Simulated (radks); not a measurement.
Q: All-electron atom: neutral bismuth in [Xe] 4f13 5d8 6s2 6p6 (not the ground configuration). All-electron calculation, scalar-relativistic Kohn-Sham, PBE, spin-polarised, spherical densities, point nucleus; open shells are filled with parallel spins first (spin-orbit coupling, left out, can overturn this in heavy ions). Program: a radial shooting solver on a logarithmic mesh with Libxc functionals. Some entries of the table are withheld. Estimate them.

| orbital | occ. | eigenvalue (eV) | r(max) (bohr) |
|---|---|---|---|
| 1s up | 1 | -90722.90 | 0.009652 |
| 1s down | 1 | -90722.89 | 0.009652 |
| 2s up | 1 | -16330.30 | 0.05617 |
| 2s down | 1 | -16330.00 | 0.05617 |
| 2p up | 3 | -13970.49 | 0.04691 |
| 2p down | 3 | -13970.24 | 0.04691 |
| 3s up | 1 | -3971.729 | 0.1584 |
| 3s down | 1 | -3970.724 | 0.1584 |
| 3p up | 3 | -3297.773 | 0.1589 |
| 3p down | 3 | -3296.729 | 0.1589 |
| 3d up | 5 | -2621.882 | 0.1295 |
| 3d down | 5 | -2620.975 | 0.1295 |
| 4s up | 1 | -937.9424 | 0.3553 |
| 4s down | 1 | -936.2517 | 0.3553 |
| 4p up | 3 | -716.3385 | 0.3752 |
| 4p down | 3 | -714.7358 | 0.3753 |
| 4d up | 5 | -463.7240 | 0.3803 |
| 4d down | 5 | -462.1189 | 0.3804 |
| 4f up | 7 | -186.1272 | 0.3395 |
| 4f down | 6 | -184.4011 | 0.3397 |
| 5s up | 1 | -180.6015 | 0.7626 |
| 5s down | 1 | -178.7247 | 0.7620 |
| 5p up | 3 | (1) | 0.8462 |
| 5p down | 3 | (2) | 0.8456 |
| 5d up | 5 | -43.0646 | 0.9909 |
| 5d down | 3 | -41.2069 | 0.9914 |
| 6s up | 1 | -20.6044 | 1.733 |
| 6s down | 1 | -19.9709 | 1.750 |
| 6p up | 3 | -7.6649 | 2.145 |
| 6p down | 3 | -7.4183 | 2.170 |

A: 
(1) 5p up eigenvalue (eV): -116.3081
(2) 5p down eigenvalue (eV): -114.3392
